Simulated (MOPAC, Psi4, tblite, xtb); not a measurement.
Dimer C3H9Al ··· CS2 (SMILES [CH3][Al]([CH3])[CH3] and S=C=S) at R = 3.24 Å between the centres of mass, closest contact 2.80 Å (lowest of the rigid-body minima from ten starts at GFN2-xTB). Geometry in Å and degrees:

```
Al
C 1 1.9664
H 2 1.1023 1 113.81
H 2 1.1055 3 107.61 1 -123.36
H 2 1.1057 3 107.55 4 -113.47
C 1 1.9664 2 120.00 3 0.77
H 6 1.1023 1 113.82 2 179.12
H 6 1.1055 7 107.62 1 123.36
H 6 1.1057 7 107.55 8 113.47
C 1 1.9664 2 119.98 3 -179.11
H 10 1.1023 1 113.79 2 -2.05
H 10 1.1054 11 107.66 1 123.48
H 10 1.1058 11 107.50 12 113.47
S 1 2.8010 2 92.72 3 93.96
C 14 1.5527 1 91.48 2 -52.31
S 15 1.5527 8 92.80 6 -137.29
```

- GFN2-xTB (tblite)
- SAPT0/jun-cc-pVDZ, frozen core (Psi4)
- HF/aug-cc-pVDZ, counterpoise-corrected (Psi4)
- MP2/aug-cc-pVDZ = Psi4 with DF-MP2/aug-cc-pVDZ, frozen core, counterpoise-corrected
- SCS-MP2/aug-cc-pVDZ = DF-SCS-MP2/aug-cc-pVDZ, frozen core, counterpoise-corrected (Psi4)
- PM7, restricted, heats of formation (MOPAC)
- PM3, restricted, heats of formation (MOPAC)
- GFN1-xTB (xtb)

What interaction energy does each level give?


```tsv
method	E_int / kcal/mol
GFN1-xTB	-14.69
GFN2-xTB	-8.10
PM7	-7.69
MP2/aug-cc-pVDZ	-2.24
SAPT0/jun-cc-pVDZ	-1.95
SCS-MP2/aug-cc-pVDZ	0.04
PM3	3.63
HF/aug-cc-pVDZ	7.33
```
